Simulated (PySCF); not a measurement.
Radial density of S⁴⁺ (sulfur, charge +4)

UHF, [Ne] 3s2, closed-shell 1S. All numbers are calculated (PySCF 2.14, the spin-free X2C one-electron Hamiltonian (Gaussian nucleus), in an uncontracted even-tempered set (20 s from 0.13 bohr⁻², ratio 2.5; 12 p from 0.17 bohr⁻², ratio 2.5; 5 d from 0.94 bohr⁻², ratio 2.7; 5 f from 1.4 bohr⁻², ratio 2.7)).

```json
{"r (bohr)": "0.00167", "4πr²ρ (e/bohr)": "0.1044"}
{"r (bohr)": "0.00280", "4πr²ρ (e/bohr)": "0.2754"}
{"r (bohr)": "0.00472", "4πr²ρ (e/bohr)": "0.7107"}
{"r (bohr)": "0.00793", "4πr²ρ (e/bohr)": "1.765"}
{"r (bohr)": "0.0133", "4πr²ρ (e/bohr)": "4.105"}
{"r (bohr)": "0.0224", "4πr²ρ (e/bohr)": "8.533"}
{"r (bohr)": "0.0378", "4πr²ρ (e/bohr)": "14.66"}
{"r (bohr)": "0.0635", "4πr²ρ (e/bohr)": "18.42"}
{"r (bohr)": "0.107", "4πr²ρ (e/bohr)": "15.00"}
{"r (bohr)": "0.180", "4πr²ρ (e/bohr)": "11.98"}
{"r (bohr)": "0.302", "4πr²ρ (e/bohr)": "17.17"}
{"r (bohr)": "0.508", "4πr²ρ (e/bohr)": "12.62"}
{"r (bohr)": "0.855", "4πr²ρ (e/bohr)": "2.994"}
{"r (bohr)": "1.44", "4πr²ρ (e/bohr)": "1.695"}
{"r (bohr)": "2.42", "4πr²ρ (e/bohr)": "0.3010"}
{"r (bohr)": "4.07", "4πr²ρ (e/bohr)": "0.001410"}
```

Densities and radii are taken from the X2C orbitals without a picture-change correction, which distorts them close to the nucleus.
